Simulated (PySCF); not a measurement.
Compound: C₂H₄BN.
Geometry (PBE0-D3(BJ)/def2-SVP, Å), atoms numbered from 1 in this order:
```xyz
8
C2H4BN angstrom
C      2.0762   -0.4138    0.5121
C      0.9822    0.0632    0.2700
B     -0.3902    0.6814   -0.0313
N     -1.4765   -0.1252   -0.3532
H      3.0449   -0.8280    0.7267
H     -0.5453    1.8802    0.0076
H     -1.4176   -1.1342   -0.4049
H     -2.3929    0.2496   -0.5576
```

The closed-shell ground state was solved at several levels (PySCF, density fitting, gas phase, non-relativistic).

| level | basis functions | HOMO (eV) | LUMO (eV) | gap (eV) | dipole (D) |
| --- | --- | --- | --- | --- | --- |
| PBE0/IGLO-III | 180 | -7.86 | -0.82 | 7.04 | 1.77 |
| B3LYP/aug-cc-pVTZ-J | 264 | -7.63 | -1.06 | 6.57 | 1.72 |
| KT2/pcJ-1 | 148 | -6.57 | -1.60 | 4.97 | 1.95 |
| B97-2/pcJ-1 | 148 | -7.55 | -0.70 | 6.85 | 1.89 |
| PBE0/6-311+G(2d,p) | 132 | -7.86 | -0.84 | 7.02 | 1.78 |
| PBE0/STO-3G | 24 | -5.61 | 2.60 | 8.21 | 2.19 |
| PBE0/def2-TZVP | 148 | -7.83 | -0.76 | 7.07 | 1.81 |
| B3LYP/pcJ-1 | 148 | -7.56 | -0.86 | 6.70 | 1.92 |
| LC-wPBE/def2-SVPD | 112 | -10.67 | 1.47 | 12.14 | 1.75 |
| PBE0/cc-pVDZ | 76 | -7.63 | -0.48 | 7.15 | 2.01 |

Task: Estimate the row for PBE0/6-31G, a basis of 44 functions; the other rows only guide the guess.

Result: HOMO -7.54 eV, LUMO -0.27 eV, gap 7.27 eV, dipole 1.99 D.

Task: Over all these levels, which gives the widest orbital gap and which the narrowest?

Result: LC-wPBE/def2-SVPD (range-separated hybrid) has the widest, 12.14 eV, and KT2/pcJ-1 (GGA) the narrowest, 4.97 eV. Functional and basis both differ between the two, so the spread mixes both effects.

Task: How much does the basis alone move the frontier levels among the 6 PBE0 rows (the withheld one included)?

Result: The HOMO by 2.25 eV and the LUMO by 3.44 eV. By rising basis size (HOMO, LUMO in eV): STO-3G -5.61, 2.60; 6-31G -7.54, -0.27; cc-pVDZ -7.63, -0.48; 6-311+G(2d,p) -7.86, -0.84; def2-TZVP -7.83, -0.76; IGLO-III -7.86, -0.82.

Task: In the pcJ-1 basis, how does the gap go with the fixed share of exact exchange?

Result: KT2 (0 %) 4.97 eV; B3LYP (20 %) 6.70 eV; B97-2 (21 %) 6.85 eV. Each rise in the share widens the gap here.

Task: How far do the dipole and the HOMO energy spread over the levels?

Result: The dipole runs from 1.72 to 2.19 D (mean 1.89 D) and the HOMO from -10.67 to -5.61 eV.
